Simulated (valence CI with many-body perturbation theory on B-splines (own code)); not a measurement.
**Level structure of La³⁴⁺**

Calculated by relativistic CI+MBPT: five valence electrons over a frozen Dirac-Fock core [Ar], a basis of 7 s, 7 p, 8 d, 6 f, 4 g, 1 h functions for each j, with the one-electron correlation potential Σ1, the two-electron term Σ2, the three-electron term Σ3, Breit, model QED; selected CI, second order for the rest, scaled by the run's own slope (own B-spline code, finite nucleus).

The last digits are not significant, and no measured levels were compared; by estimate large intervals hold to a few tenths of a per cent, small ones and those within an open d or f shell to about a per cent. Only levels of the ground parity were solved; by the run's estimate the other parity begins above the list, which can be wrong where configurations are misplaced.

Levels 1 to 37 of 37, with energies above the lowest level, (3d3/2^4 3d5/2) J=5/2. "Leading %" is the weight of the configuration and term that name the level; weights of strongly mixed levels are sums over their largest components and can fall short. In the jj column 3d3/2^4 stands for four electrons in 3d with j = 3/2. Lifetimes count E1, E2, E3, M1 and M2 decay at the calculated energies, and are blank where another channel may lead or the interval is too uncertain; long ones can be off by a factor of two.

| No. | Configuration | Term | J | E (eV) | Leading % | Leading jj | Lifetime | Second component |
| --- | --- | --- | --- | --- | --- | --- | --- | --- |
| 1 | 3d5 | 6S | 5/2 | 0.000 | 39 | 3d3/2^4 3d5/2 (70 %) |  | 31 % 3d5 4P |
| 2 | 3d5 | 6S | 5/2 | 13.669 | 32 | 3d3/2^3 3d5/2^2 (59 %) | 21.7 μs | 26 % 3d5 2F |
| 3 | 3d5 | 4G | 7/2 | 22.036 | 43 | 3d3/2^3 3d5/2^2 (96 %) | 38.9 μs | 22 % 3d5 2F |
| 4 | 3d5 | 4D | 3/2 | 22.773 | 41 | 3d3/2^3 3d5/2^2 (95 %) | 11.1 μs | 37 % 3d5 4P |
| 5 | 3d5 | 4G | 11/2 | 23.204 | 49 | 3d3/2^3 3d5/2^2 (93 %) |  | 34 % 3d5 2H |
| 6 | 3d5 | 4G | 9/2 | 25.843 | 51 | 3d3/2^3 3d5/2^2 (85 %) | 1.66 ms | 19 % 3d5 4F |
| 7 | 3d5 | 4D | 5/2 | 26.819 | 38 | 3d3/2^3 3d5/2^2 (70 %) | 35.6 μs | 22 % 3d5 4G |
| 8 | 3d5 | 4P | 1/2 | 28.011 | 58 | 3d3/2^3 3d5/2^2 (74 %) | 378 μs | 23 % 3d5 4D |
| 9 | 3d5 | 2F | 7/2 | 31.743 | 32 | 3d3/2^3 3d5/2^2 (86 %) | 139 μs | 27 % 3d5 4F |
| 10 | 3d5 | 2D | 5/2 | 35.060 | 36 | 3d3/2^2 3d5/2^3 (62 %) | 7.82 μs | 18 % 3d5 4G |
| 11 | 3d5 | 2D | 3/2 | 38.569 | 53 | 3d3/2^3 3d5/2^2 (60 %) | 45.0 μs | 22 % 3d5 4D |
| 12 | 3d5 | 4D | 7/2 | 38.945 | 47 | 3d3/2^2 3d5/2^3 (91 %) | 16.5 μs | 32 % 3d5 4G |
| 13 | 3d5 | 2I | 11/2 | 39.712 | 56 | 3d3/2^2 3d5/2^3 (94 %) |  | 39 % 3d5 4G |
| 14 | 3d5 | 4G | 9/2 | 41.464 | 43 | 3d3/2^2 3d5/2^3 (85 %) | 23.2 μs | 42 % 3d5 2G |
| 15 | 3d5 | 4D | 1/2 | 42.438 | 74 | 3d3/2^2 3d5/2^3 (93 %) | 12.5 μs | 17 % 3d5 4P |
| 16 | 3d5 | 2I | 13/2 | 43.307 | 100 | 3d3/2^2 3d5/2^3 (100 %) | 110 μs |  |
| 17 | 3d5 | 4P | 3/2 | 43.618 | 51 | 3d3/2^2 3d5/2^3 (90 %) | 6.19 μs | 33 % 3d5 4F |
| 18 | 3d5 | 2F | 5/2 | 45.406 | 40 | 3d3/2^2 3d5/2^3 (86 %) | 11.4 μs | 22 % 3d5 4D |
| 19 | 3d5 | 2H | 9/2 | 49.121 | 53 | 3d3/2^2 3d5/2^3 (100 %) | 8.59 μs | 46 % 3d5 4F |
| 20 | 3d5 | 2G | 7/2 | 50.838 | 61 | 3d3/2^2 3d5/2^3 (98 %) | 34.0 μs | 33 % 3d5 2F |
| 21 | 3d5 | 4F | 5/2 | 51.716 | 56 | 3d3/2^2 3d5/2^3 (91 %) | 8.73 μs | 21 % 3d5 2D |
| 22 | 3d5 | 2D | 3/2 | 54.110 | 83 | 3d3/2^2 3d5/2^3 (59 %) | 22.8 μs | 12 % 3d5 4F |
| 23 | 3d5 | 2F | 7/2 | 55.990 | 49 | 3d3/2^2 3d5/2^3 (80 %) | 13.2 μs | 37 % 3d5 2G |
| 24 | 3d5 | 2S | 1/2 | 56.675 | 54 | 3d3/2^2 3d5/2^3 (57 %) | 8.73 μs | 24 % 3d5 4P |
| 25 | 3d5 | 4P | 5/2 | 58.334 | 33 | 3d3/2 3d5/2^4 (82 %) | 3.82 μs | 29 % 3d5 2F |
| 26 | 3d5 | 2G | 9/2 | 61.239 | 62 | 3d3/2^2 3d5/2^3 (76 %) | 19.4 μs | 20 % 3d5 2H |
| 27 | 3d5 | 4F | 7/2 | 64.076 | 37 | 3d3/2 3d5/2^4 (95 %) | 5.59 μs | 27 % 3d5 2F |
| 28 | 3d5 | 2H | 11/2 | 65.525 | 61 | 3d3/2 3d5/2^4 (98 %) | 6.27 μs | 27 % 3d5 2I |
| 29 | 3d5 | 2D | 3/2 | 67.279 | 52 | 3d3/2 3d5/2^4 (83 %) | 4.25 μs | 23 % 3d5 4D |
| 30 | 3d5 | 2D | 5/2 | 70.587 | 64 | 3d3/2 3d5/2^4 (67 %) | 6.11 μs | 25 % 3d5 2F |
| 31 | 3d5 | 2G | 9/2 | 72.403 | 78 | 3d3/2 3d5/2^4 (74 %) | 8.37 μs | 9 % 3d5 2H |
| 32 | 3d5 | 2P | 3/2 | 74.344 | 78 | 3d3/2^2 3d5/2^3 (87 %) | 15.2 μs | 19 % 3d5 2D |
| 33 | 3d5 | 2D | 5/2 | 75.401 | 62 | 3d3/2^2 3d5/2^3 (48 %) | 7.73 μs | 23 % 3d5 2F |
| 34 | 3d5 | 2G | 7/2 | 77.012 | 69 | 3d3/2 3d5/2^4 (87 %) | 7.59 μs | 25 % 3d5 2F |
| 35 | 3d5 | 2P | 1/2 | 85.100 | 75 | 3d3/2 3d5/2^4 (72 %) | 6.62 μs | 21 % 3d5 2S |
| 36 | 3d5 | 2D | 5/2 | 92.985 | 69 | 3d5/2^5 (63 %) | 2.84 μs | 13 % 3d5 2F |
| 37 | 3d5 | 2D | 3/2 | 94.260 | 77 | 3d3/2 3d5/2^4 (86 %) | 4.30 μs | 20 % 3d5 2P |

The ionisation energy to 3d4 3P_0 of the next ion comes out as 2258.9 eV (NIST: 2259 ± 5 eV (theoretical)). All 37 levels together are meant to be complete up to 98.071 eV.
